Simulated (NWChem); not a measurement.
Species: H₃BO₂; SMILES OBO

```xyz
6

B     -0.4792    -0.0187     0.0000
H     -1.6898    -0.0175     0.0000
O      0.1518    -1.2138     0.0000
H      1.1112    -1.1094     0.0000
O      0.2559     1.1264     0.0000
H     -0.2868     1.9193     0.0000
```
Atoms are numbered in this order, from 1.

All runs use the structure optimised with PBE0/def2-SVP.

Symmetry labels are those of Cs in the frame above (b1 and b2, or b-type labels, depend on it).

Task: List the 4 lowest vertical singlet excitations from B3LYP/def2-SVP, full TDDFT (NWChem).

Result: 
```csv
state,energy (eV),oscillator strength,symmetry,leading excitation (squared amplitude)
S1,8.78,0.018,a",HOMO−1 → LUMO (0.91)
S2,8.87,0.004,a",HOMO → LUMO+1 (0.90)
S3,9.27,0.023,a',HOMO−1 → LUMO+1 (0.77)
S4,9.35,0.019,a",HOMO → LUMO+2 (0.95)
```
